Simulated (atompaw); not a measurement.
u(r) = r·R(r): atom against pseudo-atom (magnesium)

Columns: radius, all-electron u(r) and pseudo u(r) of the 3p shell (level -7.02 eV) of magnesium in the configuration [He] 2s2 2p6 3s1 3p0; PBEsol, non-relativistic, PAW (atompaw) scheme, atompaw 4.2.0.5.

```json
{"r (bohr)": "0.056", "all-electron": "0.0262", "pseudo": "0.0010"}
{"r (bohr)": "0.112", "all-electron": "0.0766", "pseudo": "0.0039"}
{"r (bohr)": "0.167", "all-electron": "0.1268", "pseudo": "0.0085"}
{"r (bohr)": "0.223", "all-electron": "0.1689", "pseudo": "0.0144"}
{"r (bohr)": "0.279", "all-electron": "0.1988", "pseudo": "0.0213"}
{"r (bohr)": "0.335", "all-electron": "0.2163", "pseudo": "0.0285"}
{"r (bohr)": "0.390", "all-electron": "0.2227", "pseudo": "0.0353"}
{"r (bohr)": "0.446", "all-electron": "0.2197", "pseudo": "0.0413"}
{"r (bohr)": "0.502", "all-electron": "0.2090", "pseudo": "0.0457"}
{"r (bohr)": "0.558", "all-electron": "0.1922", "pseudo": "0.0479"}
{"r (bohr)": "0.613", "all-electron": "0.1710", "pseudo": "0.0474"}
{"r (bohr)": "0.669", "all-electron": "0.1459", "pseudo": "0.0438"}
{"r (bohr)": "0.725", "all-electron": "0.1182", "pseudo": "0.0367"}
{"r (bohr)": "0.781", "all-electron": "0.0887", "pseudo": "0.0260"}
{"r (bohr)": "0.837", "all-electron": "0.0580", "pseudo": "0.0118"}
{"r (bohr)": "0.892", "all-electron": "0.0272", "pseudo": "-0.0056"}
{"r (bohr)": "0.948", "all-electron": "-0.0045", "pseudo": "-0.0264"}
{"r (bohr)": "1.004", "all-electron": "-0.0362", "pseudo": "-0.0498"}
{"r (bohr)": "1.060", "all-electron": "-0.0675", "pseudo": "-0.0753"}
{"r (bohr)": "1.115", "all-electron": "-0.0978", "pseudo": "-0.1019"}
{"r (bohr)": "1.171", "all-electron": "-0.1280", "pseudo": "-0.1298"}
{"r (bohr)": "1.227", "all-electron": "-0.1574", "pseudo": "-0.1580"}
{"r (bohr)": "1.283", "all-electron": "-0.1859", "pseudo": "-0.1861"}
{"r (bohr)": "1.338", "all-electron": "-0.2129", "pseudo": "-0.2130"}
{"r (bohr)": "1.394", "all-electron": "-0.2395", "pseudo": "-0.2395"}
{"r (bohr)": "1.450", "all-electron": "-0.2650", "pseudo": "-0.2650"}
```

Task: How many radial nodes do the two functions have?

Result: The all-electron 3p function has n − l − 1 = 1; the pseudo-wave has 1, since 1 lower shell of the same l stays in the valence.

Task: Is the pseudo-wave norm-conserving?

Result: No, it belongs to a PAW set: the norm inside the radius is not constrained, and the difference is carried by the augmentation charge.
